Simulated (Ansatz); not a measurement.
The lowest singlet and triplet of GaH (SMILES [GaH]); geometries from B3LYP-D3(BJ)/def2-TZVP, each state relaxed from the structure named, with no frequency check.
Singlet (charge 0, multiplicity 1):
```xyz
2

Ga     0.000     0.000    -0.053
H      0.000     0.000     1.636
```
Triplet (charge 0, multiplicity 3):
```xyz
2

Ga     0.000     0.000    -0.051
H      0.000     0.000     1.574
```

A positive gap puts the triplet lower; no zero-point energy. R- takes a restricted singlet. U- takes an unrestricted singlet (broken symmetry where lower, unprojected). The triplet is unrestricted in single-reference levels.

Frozen-core correlation. Filled d and f shells under p-block atoms count as core.

Run with Ansatz (Gaussian orbitals). Each number belongs to the level named beside it.

**Question.** One of these levels gives -182.3 kJ/mol for the gap E(singlet) − E(triplet), adiabatic. Which one is it?
A. R-B3LYP/def2-TZVPP
B. R-HF/cc-pVTZ
C. U-MP2/cc-pVTZ

**Answer.** C, U-MP2/cc-pVTZ. The others give -135.2 (R-HF/cc-pVTZ), -211.6 (R-B3LYP/def2-TZVPP)

Ansatz is an electronic-structure program.
